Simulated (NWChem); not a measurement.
Two isomers of Si₂H₄SF₂, each optimised at PBE0/def2-SVP with NWChem. Flexible species stand in one conformer each, which need not be the lowest. 

A: F[SiH2]S[SiH2]F
B: F[SiH](F)S[SiH3]

Q: Which is lower in energy, by how much, and how do their other properties compare?

A: B is lower by 3.9 kcal/mol in electronic energy; with zero-point energies, B − A = -4.2 kcal/mol.
```json
[
 {"": "highest occupied level (eV)", "A": "-8.32", "B": "-8.04"},
 {"": "orbital gap (eV)", "A": "8.28", "B": "7.90"},
 {"": "dipole (D)", "A": "0.20", "B": "0.96"},
 {"": "highest harmonic frequency (cm⁻¹)", "A": "2300", "B": "2340"},
 {"": "zero-point energy (kcal/mol)", "A": "27.3", "B": "26.9"}
]
```
